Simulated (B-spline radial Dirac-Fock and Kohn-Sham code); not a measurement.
**Successive ionisation energies of lanthanum: Dirac-Fock against NIST**

Method: Dirac-Fock ΔSCF + Breit + QED. Computed with a radial atomic solver. Each value is the difference of the configuration-average energies of two neighbouring ions in their tabulated ground configurations. The model has no electron correlation. NIST's values refer to the lowest levels; many for high charge states are themselves semi-empirical or theoretical. Where a p, d or f shell is open in either ion the computed value averages over both j values and all terms, while the table refers to the lowest levels; that difference holds spin-orbit splitting (largest in heavy or highly charged ions), term energies where several electrons share open shells, and correlation, and it can reach 10 % or more.

```tsv
ion	configuration	computed (eV)	NIST (eV)	kind	NIST − computed (eV)
La¹³⁺	[Kr] 4d8	335.4	332 ± 3	theoretical	-3.45
La¹⁴⁺	[Kr] 4d7	366.0	364 ± 3	theoretical	-1.96
La¹⁵⁺	[Kr] 4d6	397.2	393 ± 3	theoretical	-4.17
La¹⁶⁺	[Kr] 4d5	429.1	431 ± 3	theoretical	+1.92
La¹⁷⁺	[Kr] 4d4	461.7	464 ± 3	theoretical	+2.33
La¹⁸⁺	[Kr] 4d3	494.9	498 ± 3	theoretical	+3.06
La¹⁹⁺	[Kr] 4d2	528.9	533 ± 4	theoretical	+4.11
La²⁰⁺	[Kr] 4d1	563.5	566 ± 4	theoretical	+2.50
La²¹⁺	[Ar] 3d10 4s2 4p6	703.4	696 ± 4	theoretical	-7.45
La²²⁺	[Ar] 3d10 4s2 4p5	739.7	731 ± 4	theoretical	-8.66
La²³⁺	[Ar] 3d10 4s2 4p4	776.4	770 ± 4	theoretical	-6.36
La²⁴⁺	[Ar] 3d10 4s2 4p3	813.5	806 ± 4	theoretical	-7.55
La²⁵⁺	[Ar] 3d10 4s2 4p2	851.2	865 ± 4	theoretical	+13.78
La²⁶⁺	[Ar] 3d10 4s2 4p1	889.4	906 ± 4	theoretical	+16.63
La²⁷⁺	[Ar] 3d10 4s2	995.9	995 ± 4	theoretical	-0.94
```

Task: Where in this range is the largest relative jump, and why?

Result: From La²⁰⁺ (563.5 eV) to La²¹⁺ (703.4 eV), a factor of 1.25. The configuration goes from [Kr] 4d1 to [Ar] 3d10 4s2 4p6, so the next electron comes out of a deeper subshell.
